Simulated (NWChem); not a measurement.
Molecule: Si₂H₅Cl; SMILES [SiH3][SiH2]Cl

Results from NWChem. Structure relaxed at the PBE0/def2-SVP level.

What does the run give for PBE/def2-SVP? Quantities: highest occupied level (eV); orbital gap (eV); dipole (D).


```
Item                         Value
---------------------------  -----
highest occupied level (eV)  -6.92
orbital gap (eV)              5.72
dipole (D)                    1.26
```
